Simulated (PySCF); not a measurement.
Identify the unknown among the candidates.

All candidates are C6H14OP2.

| technique | computed result |
| --- | --- |
| NMR, other nuclei | isotropic shieldings of nuclei other than C and H, by class: 284 (1 O), -393 (1 P), -269 (1 P) ppm [GIAO PBE0/pcSseg-1] |
| Dipole | 1.42 D [PBE0/pcSseg-1] |
| 1H NMR | chemical shifts (computed TMS as zero) by class: 4.73 (2 H), 3.73 (3 H), 1.53 (9 H) ppm [GIAO PBE0/pcSseg-1] |
| Rotational structure | rotational constants A, B, C: 2.361, 0.616, 0.551 GHz [GFN2-xTB] |
| 13C NMR | chemical shifts (computed TMS as zero) by class: 82.7 (1 C), 62.4 (1 C), 43.3 (1 C), 35.1 (3 C) ppm [GIAO PBE0/pcSseg-1] |

Electronic properties: PySCF, gas phase, density fitting. Levels stand in brackets. Isolated species at its GFN2-xTB geometry (one conformer only). Each NMR value is the plain mean over a class of atoms that symmetry, rotation or inversion makes alike.

Problem. Which candidate is it?
A. `COC/P=P/C(C)(C)C`
B. `C=C(C)[P@](C)(=O)P(C)C`
C. `COCCP(P)C1CC1`
D. `C/C=C/[P@@](C)(=O)P(C)C`
E. `C[P@@H](=O)CPC1CCC1`

Solution. A. It is `COC/P=P/C(C)(C)C`. Numbering: `[CH3:1][O:2][CH2:3]/[P:4]=[P:5]/[C:6]([CH3:7])([CH3:8])[CH3:9]`. 6 carbons fall into 4 classes; from least to most shielded: sp3 carbon bound to oxygen [C3] (82.7 ppm), methoxy carbon [C1] (62.4 ppm), sp3 carbon bound to phosphorus [C6] (43.3 ppm), methyl carbon [C7/C8/C9] (35.1 ppm, 3 C). Hydrogen classes from least to most shielded: 2 H on an sp3 carbon bound to oxygen, C3 (4.73 ppm), 3 H on a methoxy carbon, C1 (3.73 ppm, a mean of values up to 0.6 ppm apart in this geometry), 9 H on 3 methyl carbons, C7/C8/C9 (1.53 ppm, a mean of values up to 1.6 ppm apart in this geometry). The other shieldings belong to: 284 ppm, ether oxygen [O2]; -393 ppm, phosphorus bonded to C and P [P5]; -269 ppm, phosphorus bonded to C and P [P4]. The optimised geometry has point group C1 and is an asymmetric top.

The others, at the same levels:
- `C[P@@H](=O)CPC1CCC1` fails: it has 6 carbon classes against 4; its computed 13C shifts are 35.3 (1 C), 29.5 (1 C), 26.7 (1 C), 25.0 (1 C), 18.4 (1 C), 18.0 (1 C) ppm, 1H shifts are 7.70 (1 H), 3.43 (1 H), 3.21 (1 H), 2.89 (1 H), 2.46 (1 H), 2.23 (1 H), 2.15 (1 H), 1.98 (1 H), 1.81 (1 H), 1.71 (1 H), 1.46 (3 H), 0.89 (1 H) ppm and rotational constant A is 2.222 GHz (against 2.361 GHz).
- `C=C(C)[P@](C)(=O)P(C)C` fails: it has 5 carbon classes against 4; its computed 13C shifts are 150.3 (1 C), 135.3 (1 C), 20.5 (1 C), 18.9 (1 C), 7.9 (2 C) ppm, 1H shifts are 6.37 (1 H), 6.22 (1 H), 1.91 (3 H), 1.43 (3 H), 1.18 (6 H) ppm and rotational constant A is 1.558 GHz (against 2.361 GHz).
- `C/C=C/[P@@](C)(=O)P(C)C` fails: it has 5 carbon classes against 4; its computed 13C shifts are 156.5 (1 C), 133.0 (1 C), 24.0 (1 C), 20.4 (1 C), 7.9 (2 C) ppm, 1H shifts are 7.01 (1 H), 5.72 (1 H), 2.09 (3 H), 1.38 (3 H), 1.19 (6 H) ppm and rotational constant A is 1.740 GHz (against 2.361 GHz).
- `COCCP(P)C1CC1` fails: it has 5 carbon classes against 4; its computed 13C shifts are 74.9 (1 C), 60.8 (1 C), 37.1 (1 C), 12.7 (1 C), 5.5 (2 C) ppm, 1H shifts are 3.60 (2 H), 3.51 (3 H), 1.64 (2 H), 1.61 (2 H), 1.29 (1 H), 0.64 (2 H), 0.49 (2 H) ppm and rotational constant A is 1.747 GHz (against 2.361 GHz).

Each candidate is one conformer, not necessarily the lowest. Dipoles, sizes and rotational constants follow the conformer. The torsions of the flexible species, by atom-mapped SMILES:
- `[CH3:1][O:2][CH2:3]/[P:4]=[P:5]/[C:6]([CH3:7])([CH3:8])[CH3:9]`: C1–O2–C3–P4 -179°, O2–C3–P4–P5 -4°, P4–P5–C6–C7 41°
- `[CH3:1][P@@H:2](=[O:3])[CH2:4][PH:5][CH:6]1[CH2:7][CH2:8][CH2:9]1`: C1–P2–C4–P5 -56°, P2–C4–P5–C6 -79°, C4–P5–C6–C7 -164°
- `[CH2:1]=[C:2]([CH3:3])[P@:4]([CH3:5])(=[O:6])[P:7]([CH3:8])[CH3:9]`: C1–C2–P4–C5 125°, C2–P4–P7–C8 169°
- `[CH3:1]/[CH:2]=[CH:3]/[P@@:4]([CH3:5])(=[O:6])[P:7]([CH3:8])[CH3:9]`: C2–C3–P4–C5 -128°, C3–P4–P7–C8 -175°

The conformers of `COCCP(P)C1CC1` aren't listed.
